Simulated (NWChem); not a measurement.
Program: NWChem. System: boron monoxide dimer (B2O2), charge 0, spin multiplicity 1, at a geometry optimised with PBE0/def2-SVP. Level: TD-B3LYP/def2-SVPD, VWN1-RPA local correlation.

Input file:

```
start mol
memory heap 200 mb stack 900 mb global 1100 mb
geometry units angstroms nocenter noautoz
  O      0.000000     0.000000    -2.025437
  B      0.000000     0.000000    -0.826223
  B      0.000000     0.000000     0.826223
  O      0.000000     0.000000     2.025437
  symmetry group D2h
end
basis spherical
  * library def2-svpd
end
dft
  xc b3lyp
  semidirect memsize 60000000 filesize 0
  iterations 100
end
tddft
  rpa
  nroots 5
  notriplet
  thresh 1e-4
end
task tddft energy
```

Part of the output:

```
             Northwest Computational Chemistry Package (NWChem) 7.3.0
             --------------------------------------------------------

                                NWChem Input Module
                                -------------------

 Scaling coordinates for geometry "geometry" by  1.889725989
 (inverse scale =  0.529177249)

 Turning off AUTOSYM since
 SYMMETRY directive was detected!

                             Geometry "geometry" -> ""
                             -------------------------

 Output coordinates in angstroms (scale by  1.889725989 to convert to a.u.)

  No.       Tag          Charge          X              Y              Z
 ---- ---------------- ---------- -------------- -------------- --------------
    1 O                    8.0000     0.00000000     0.00000000    -2.02543700
    2 B                    5.0000     0.00000000     0.00000000    -0.82622300
    3 B                    5.0000     0.00000000     0.00000000     0.82622300
    4 O                    8.0000     0.00000000     0.00000000     2.02543700

 Effective nuclear repulsion energy (a.u.)      66.5135290029

            Nuclear Dipole moment (a.u.)
            ----------------------------
        X                 Y               Z
 ---------------- ---------------- ----------------
     0.0000000000     0.0000000000    -0.0000000000

      Symmetry information
      --------------------

 Group name             D2h
 Group number             26
 Group order               8
 No. of unique centers     2

      Symmetry unique atoms

     1    2


 Summary of "ao basis" -> "" (spherical)
 ------------------------------------------------------------------------------
       Tag                 Description            Shells   Functions and Types
 ---------------- ------------------------------  ------  ---------------------
 *                         def2-svpd                  on all atoms

                                 NWChem DFT Module
                                 -----------------

 Summary of "ao basis" -> "ao basis" (spherical)
 ------------------------------------------------------------------------------
       Tag                 Description            Shells   Functions and Types
 ---------------- ------------------------------  ------  ---------------------
 O                         def2-svpd                 9       23   4s3p2d
 B                         def2-svpd                 8       20   4s2p2d

 Summary of "ao basis" -> "ao basis" (spherical)
 ------------------------------------------------------------------------------
       Tag                 Description            Shells   Functions and Types
 ---------------- ------------------------------  ------  ---------------------
 O                         def2-svpd                 9       23   4s3p2d
 B                         def2-svpd                 8       20   4s2p2d

      Symmetry analysis of basis
      --------------------------

        ag         21
        au          4
        b1g         4
        b1u        21
        b2g         9
        b2u         9
        b3g         9
        b3u         9

            General Information
            -------------------
          SCF calculation type: DFT
          Wavefunction type:  closed shell.
          No. of atoms     :     4
          No. of electrons :    26
           Alpha electrons :    13
            Beta electrons :    13
          Charge           :     0
          Spin multiplicity:     1
          Use of symmetry is: off; symmetry adaption is: on
[...]
    5     43       4     0.14E-03   0.20E-06        5.7
    6     45       5     0.92E-04   0.11E-07        2.9
  ----  ------  ------  ---------  ---------  ---------
  Convergence criterion met

  Ground state ag       -200.104228734812 a.u.

  ----------------------------------------------------------------------------
  Root   1 singlet au             0.235609752 a.u.                6.4113 eV
  ----------------------------------------------------------------------------
     Transition Moments    X -0.00000   Y -0.00000   Z  0.00000
     Transition Moments   XX -0.00000  XY  0.00000  XZ -0.00000
     Transition Moments   YY -0.00000  YZ -0.00000  ZZ -0.00000
     Dipole Oscillator Strength                    0.0000000000
     Electric Quadrupole                           0.0000000000
     Magnetic Dipole                               0.0000000000
     Total Oscillator Strength                     0.0000000000

          sigma_e =   1.6872 Angstrom
          sigma_h =   2.0341 Angstrom
         |d_h->e| =   0.0000 Angstrom
            d_exc =   2.5332 Angstrom
            d_CD1 =   0.3469 Angstrom
            d_CD2 =  -1.8607 Angstrom
            d_CD3 =   2.5332 Angstrom
     Pearson C.C. =   0.0827

     Occ.   10  b3u ---  Virt.   22  b3g -0.06545 X
     Occ.   11  b2u ---  Virt.   21  b2g  0.06545 X
     Occ.   12  b2g ---  Virt.   15  b2u -0.70390 X
     Occ.   13  b3g ---  Virt.   14  b3u  0.70390 X
  ----------------------------------------------------------------------------
  Root   2 singlet b1u            0.241493793 a.u.                6.5714 eV
  ----------------------------------------------------------------------------
     Transition Moments    X -0.00000   Y -0.00000   Z -0.00000
     Transition Moments   XX  0.00000  XY  0.00000  XZ  0.00000
     Transition Moments   YY -0.00000  YZ  0.00000  ZZ  0.00000
     Dipole Oscillator Strength                    0.0000000000
     Electric Quadrupole                           0.0000000000
     Magnetic Dipole                               0.0000000000
     Total Oscillator Strength                     0.0000000000

          sigma_e =   1.6871 Angstrom
          sigma_h =   2.0340 Angstrom
         |d_h->e| =   0.0000 Angstrom
            d_exc =   2.5250 Angstrom
            d_CD1 =   0.3469 Angstrom
            d_CD2 =  -1.8606 Angstrom
            d_CD3 =   2.5250 Angstrom
     Pearson C.C. =   0.0886

     Occ.   10  b3u ---  Virt.   21  b2g  0.05490 X
     Occ.   11  b2u ---  Virt.   22  b3g -0.05490 X
     Occ.   12  b2g ---  Virt.   14  b3u  0.70464 X
     Occ.   13  b3g ---  Virt.   15  b2u -0.70464 X
  ----------------------------------------------------------------------------
  Root   3 singlet au             0.241493837 a.u.                6.5714 eV
  ----------------------------------------------------------------------------
     Transition Moments    X -0.00000   Y  0.00000   Z -0.00000
     Transition Moments   XX -0.00000  XY -0.00000  XZ  0.00000
     Transition Moments   YY -0.00000  YZ -0.00000  ZZ -0.00000
     Dipole Oscillator Strength                    0.0000000000
     Electric Quadrupole                           0.0000000000
     Magnetic Dipole                               0.0000000000
     Total Oscillator Strength                     0.0000000000

          sigma_e =   1.6871 Angstrom
          sigma_h =   2.0340 Angstrom
         |d_h->e| =   0.0000 Angstrom
            d_exc =   2.5250 Angstrom
            d_CD1 =   0.3469 Angstrom
            d_CD2 =  -1.8606 Angstrom
            d_CD3 =   2.5250 Angstrom
     Pearson C.C. =   0.0886

     Occ.   10  b3u ---  Virt.   22  b3g -0.05490 X
     Occ.   11  b2u ---  Virt.   21  b2g -0.05490 X
     Occ.   12  b2g ---  Virt.   15  b2u -0.70464 X
     Occ.   13  b3g ---  Virt.   14  b3u -0.70464 X
  ----------------------------------------------------------------------------
  Root   4 singlet b1g            0.254764402 a.u.                6.9325 eV
  ----------------------------------------------------------------------------
     Transition Moments    X -0.00000   Y  0.00000   Z  0.00000
     Transition Moments   XX  0.00000  XY  0.00004  XZ  0.00000
     Transition Moments   YY  0.00000  YZ -0.00000  ZZ -0.00000
     Dipole Oscillator Strength                    0.0000000000
     Electric Quadrupole                           0.0000000000
     Magnetic Dipole                               0.0000000000
     Total Oscillator Strength                     0.0000000000

          sigma_e =   1.6860 Angstrom
          sigma_h =   1.9428 Angstrom
         |d_h->e| =   0.0000 Angstrom
            d_exc =   2.4302 Angstrom
            d_CD1 =   0.2567 Angstrom
            d_CD2 =  -1.8144 Angstrom
            d_CD3 =   2.4302 Angstrom
     Pearson C.C. =   0.1086

     Occ.   10  b3u ---  Virt.   15  b2u  0.70246 X
     Occ.   11  b2u ---  Virt.   14  b3u -0.70246 X
     Occ.   12  b2g ---  Virt.   22  b3g  0.07845 X
     Occ.   13  b3g ---  Virt.   21  b2g -0.07845 X
  ----------------------------------------------------------------------------
  Root   5 singlet b1g            0.261936945 a.u.                7.1277 eV
  ----------------------------------------------------------------------------
     Transition Moments    X  0.00000   Y -0.00000   Z  0.00000
     Transition Moments   XX  0.00000  XY -0.68971  XZ  0.00000
     Transition Moments   YY  0.00000  YZ -0.00000  ZZ -0.00002
     Dipole Oscillator Strength                    0.0000000000
     Electric Quadrupole                           0.0000000455
     Magnetic Dipole                               0.0000000000
     Total Oscillator Strength                     0.0000000455

          sigma_e =   1.6852 Angstrom
          sigma_h =   1.9425 Angstrom
         |d_h->e| =   0.0000 Angstrom
            d_exc =   2.4520 Angstrom
            d_CD1 =   0.2573 Angstrom
            d_CD2 =  -1.8139 Angstrom
            d_CD3 =   2.4520 Angstrom
     Pearson C.C. =   0.0918

     Occ.   10  b3u ---  Virt.   15  b2u -0.70433 X
     Occ.   11  b2u ---  Virt.   14  b3u -0.70433 X
     Occ.   12  b2g ---  Virt.   22  b3g -0.05809 X
     Occ.   13  b3g ---  Virt.   21  b2g -0.05809 X

              Target root =      1
          Target symmetry = none
      Ground state energy =   -200.104228734812
        Excitation energy =      0.235609751541
     Excited state energy =   -199.868618983271

  stored tddft:energy   -199.86861898327129

 Task  times  cpu:       36.2s     wall:       36.2s

 Total times  cpu:       36.3s     wall:       36.3s
```
